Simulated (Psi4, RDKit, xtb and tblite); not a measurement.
Torsional profile of SMILES O=CCC[SiH3]. Scanned: dihedral C2–C3–C4–Si5; all other coordinates were relaxed at GFN2-xTB. Points at φ and −φ are mirror images. Heavy atoms are numbered in the order of the SMILES O=CCC[SiH3], hydrogens after them in the order of the atoms that carry them; the mirror image has the same energies with the sign of each dihedral reversed.

- MMFF94 // GFN2-xTB (RDKit)
- PBE0-D3(BJ)/def2-TZVP // GFN2-xTB (Psi4)
- GFN2-xTB (xtb and tblite)

Energies in kJ/mol, each method relative to its own lowest point.

| φ / ° | MMFF94 | PBE0-D3(BJ)/def2-TZVP | GFN2-xTB |
|---|---|---|---|
| -160 | 5.0 | 1.7 | 9.6 |
| -140 | 12.9 | 5.3 | 12.9 |
| -120 | 15.1 | 7.3 | 14.8 |
| -100 | 7.3 | 5.6 | 12.4 |
| -80 | 0.0 | 3.3 | 7.7 |
| -60 | 33.1 | 5.7 | 2.5 |
| -40 | 64.5 | 6.8 | 0.0 |
| -20 | 86.6 | 10.4 | 3.3 |
| 0 | 95.4 | 12.2 | 5.6 |
| 20 | 86.6 | 10.4 | 3.3 |
| 40 | 64.5 | 6.8 | 0.0 |
| 60 | 33.1 | 5.7 | 2.5 |
| 80 | 0.0 | 3.3 | 7.7 |
| 100 | 7.3 | 5.6 | 12.4 |
| 120 | 15.1 | 7.3 | 14.8 |
| 140 | 12.9 | 5.3 | 12.9 |
| 160 | 5.0 | 1.7 | 9.6 |
| 180 | 0.8 | 0.0 | 8.1 |

MMFF94 has few fitted parameters for silicon.
